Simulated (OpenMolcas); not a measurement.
## Ce3+: ligand-field states by method

Ce3+ with its 8 nearest fluoride ions at 2.411 Å, on the Sr site of SrF2 (a = 5.796 Å, distance in the model lattice 2.510 Å). The rest of the host is ab initio model potentials to 7.6 Å and point charges beyond; the distance is set by hand and nothing relaxes, and no local charge compensation is placed. Ligand basis ANO-RCC-VDZP.

```yaml
Program: OpenMolcas
Basis: ANO-RCC-VDZP [7s6p4d2f1g]
Scalar_Hamiltonian: DKH2, point nucleus
Active_space: 1 electron in 12 orbitals (RAS2 4f; RAS3 5d, at most 1 electron)
State_averaging: 2S+1 = 2 odd, 7 roots; 2S+1 = 2 even, 5 roots
Spin-orbit_coupling: RASSI with atomic mean-field integrals over the reference wave functions
```

I. RASSCF
II. SS-RASPT2, IPEA 0.25 Eh, imaginary shift 0.1 Eh (closed shells correlated: 5s 5p and the ligand valence shells)

Spin-free states (labels of O, the rotations of Oh) in cm-1, each column counted from its own energy of the first state listed:

```json
{"State": "2T2 u", "Degeneracy": "3", "I": "0", "II": "0"}
{"State": "2T1 u", "Degeneracy": "3", "I": "68", "II": "100"}
{"State": "2A2 u", "Degeneracy": "1", "I": "1835", "II": "2400"}
{"State": "2E g", "Degeneracy": "2", "I": "32288", "II": "30180"}
{"State": "2T2 g", "Degeneracy": "3", "I": "54498", "II": "51130"}
```

χT at 300 K: I 0.68, II 0.66 cm3 K/mol.

Roots that are degenerate in the reference are averaged as groups; the widest CASPT2 spread within a group is 30 cm-1 (the 3-fold group of multiplicity 2 near 51100 cm-1 above the lowest state of its run, II). Shifts and gaps below about the spread of the groups concerned are not significant. Over all roots computed the reference weight is 0.68 to 0.69 in II; a low but even weight reflects the number of correlated electrons. Spin-orbit coupling mixes the spin-free states strongly: the lowest level takes only 63 % from its leading state, 2T1, which lies 68 cm-1 above the lowest spin-free state (figures for I; the like holds for II). Without dynamic correlation the f → d energies are rough (holds for I). Splittings of an f shell from a small cluster at a set distance can be off by tens of per cent, mostly too small (holds for II). The distance lies 3 % under the 2.473 Å that this model takes as the normal distance (a Shannon-type radius plus a fixed donor radius, weighted with the host); by an R⁻⁵ law this alone changes a d-shell field by about +14 %. No measured value stands beside these numbers; the geometry was set by hand and not optimised.
